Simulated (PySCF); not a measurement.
Species: CH8GaN.
SMILES: `[CH3][GaH2-][NH3+]`

Method used: MP2 and CCSD/aug-cc-pVDZ in PySCF, restricted Hartree–Fock reference, 11 core orbitals frozen, non-relativistic, gas phase, PBE0-D3(BJ)/def2-SVP geometry.

E(HF) = -2020.20721 Eh.

Question: How large is the problem?

Answer: 154 basis functions and 52 electrons; 11 orbitals frozen, which leaves o = 15 correlated occupied and v = 128 virtual orbitals. That is o·v = 1920 singles and o·v(o·v + 1)/2 = 1844160 distinct closed-shell doubles amplitudes before symmetry; the costliest CCSD step grows as o²v⁴ = 6.0 × 10^10.

Question: What are the MP2 and CCSD correlation energies?

Answer: MP2 -0.4669 Eh and CCSD -0.5164 Eh, which gives totals of -2020.67408 and -2020.72362 Eh. That is 0.468 eV for each correlated electron at CCSD (1356 kJ/mol in all, 0.026 % of the total energy); MP2 gives 90.4 % of the CCSD value.

Question: What is the T1 diagnostic?

Answer: 0.0089, below the customary warning level of 0.02. It is the norm of the spatial-orbital singles amplitudes over the root of the number of correlated electrons, so the norm is 0.049.

Question: How does correlation change the dipole moment?

Answer: HF gives 4.87 D and CCSD (unrelaxed density) 4.80 D, a change of -0.07 D.

No triples correction and no basis-set extrapolation were made.

The job also held the EOM ionisation roots. Time: 3.1 min; peak memory 2.8 GiB. Hardware: an Intel Xeon Platinum 8488C with one thread, no GPU, shared host with 96 logical CPUs at a one-minute load of 37.
